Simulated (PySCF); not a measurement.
2-(methylthio)pyridine (CSc1ccccn1, C6H7NS)

Geometry:
| atom | x (Å) | y (Å) | z (Å) |
| --- | --- | --- | --- |
| C1 | 2.965 | -0.186 | 0.057 |
| S2 | 1.946 | 1.275 | 0.308 |
| C3 | 0.332 | 0.592 | 0.129 |
| C4 | -0.768 | 1.459 | 0.261 |
| C5 | -2.039 | 0.925 | 0.120 |
| C6 | -2.182 | -0.440 | -0.146 |
| C7 | -1.026 | -1.203 | -0.257 |
| N8 | 0.203 | -0.704 | -0.123 |
| H9 | 4.005 | 0.153 | 0.153 |
| H10 | 2.796 | -0.612 | -0.940 |
| H11 | 2.744 | -0.950 | 0.814 |
| H12 | -0.614 | 2.520 | 0.469 |
| H13 | -2.917 | 1.569 | 0.216 |
| H14 | -3.165 | -0.898 | -0.264 |
| H15 | -1.088 | -2.277 | -0.464 |

Theory: PySCF 2.14.0, quadratic response CAM-B3LYP/aug-cc-pVDZ first hyperpolarisability, Taylor convention, gas phase. Geometry: PBE0-D3(BJ)/def2-SVP.

What is the first hyperpolarisability, and how does it disperse?

In au, Taylor convention; the vector part is βᵢ = ⅓ Σⱼ (βᵢⱼⱼ + βⱼᵢⱼ + βⱼⱼᵢ); β∥ is 3/5 of the vector part along the dipole, the dipole points from − to +:
| process | λ (nm) | β vector norm | β∥ | β HRS | depolarisation ratio |
| --- | --- | --- | --- | --- | --- |
| static β(0;0,0) | ∞ | 410.7 | -246.1 | 180.1 | 4.21 |
| second harmonic β(−2ω;ω,ω) | 1907 | 452.8 | -271.5 | 197.7 | 4.29 |
| Pockels β(−ω;ω,0) | 1907 | 424.0 | -254.2 | – | – |
| second harmonic β(−2ω;ω,ω) | 1064 | 573.3 | -343.9 | 247.6 | 4.49 |
| Pockels β(−ω;ω,0) | 1064 | 456.1 | -273.4 | – | – |

Which lowest excitations, dipole and polarisabilities go with it?

S1 4.78 eV (f = 0.063); S2 5.23 eV (f = 0.266); S3 5.28 eV (f = 0.002); dipole 1.27 D; isotropic α 100.8 au static, 101.3 au at 1907 nm, 102.2 au at 1064 nm, 102.6 au at 953.5 nm, 107.1 au at 532 nm.
